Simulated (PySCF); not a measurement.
**AsOF, singlet: computed properties**

Method: PySCF, PBE0, basis As def2-TZVP, O def2-TZVP, F def2-TZVP (no relativity, density fitting).

The structure is a minimum.

Z-matrix (Å, degrees; charge 0 multiplicity 1):
```
As
O  1 1.5972
F  1 1.7437 2 105.71
```

```
Point group                                                                   : Cs
Bond lengths                                                                  : As–F 1.744 Å, As–O 1.597 Å
Bond angles                                                                   : F–As–O 105.7°
Rotational symmetry number                                                    : 1
Lowest empty level                                                            : -3.34 eV
Entropy at 298.15 K and 1 bar                                                 : 272.2 J/(mol K)
Principal polarisabilities                                                    : 21.0, 25.7, 33.2 bohr³
Heat capacity Cp at 298.15 K                                                  : 45.1 J/(mol K)
Rotational constants                                                          : 0.7166, 0.2663, 0.1942 cm⁻¹
Highest occupied level                                                        : -9.07 eV
Zero-point energy                                                             : 12.3 kJ/mol
Principal quadrupole moments (Buckingham, traceless) about the centre of mass : -6.13, 0.65, 5.48 D Å
Enthalpy at 298.15 K above 0 K                                                : 11.37 kJ/mol
Dipole moment                                                                 : 2.92 D
Atomisation energy without zero-point energy                                  : 929 kJ/mol
```

Harmonic modes (masses in u: As 74.922, O 15.995, F 18.998):
```tsv
symmetry	ω (cm⁻¹)	IR (km/mol)	μ (u)
a'	315	18.5	19.54
a'	670	132	22.56
a'	1068	61.7	18.54
```

Charges (e):
```csv
atom,Mulliken,Löwdin,polar tensor,Mayer order to As1
As1,0.81,0.54,1.18,–
O2,-0.46,-0.33,-0.57,2.05
F3,-0.34,-0.21,-0.62,0.92
```

Mulliken populations on As1: s 7.89, p 13.90, d 10.32, f 0.08.

Outer orbital energies (eV). occupied: -27.52, -16.86, -12.95, -12.70, -12.66, -10.18, -10.10, -9.07; empty: -3.34, -0.24, 1.03, 6.45.

Counting electrons, arsenic keeps 2 of its valence electrons outside its bonds, so the VSEPR class is AX2E1 and the expected shape is bent; with unlike ligands the computed point group is Cs.

Other isomers or separated fragments may lie lower.

The final relaxation and frequency run took 41 s on 2 threads of a shared Arm Neoverse N1 host, with 110 basis functions and 12 gradients; the process peaked at 1 GiB. Launch command: `OMP_NUM_THREADS=2 python axn.py task.json out`.
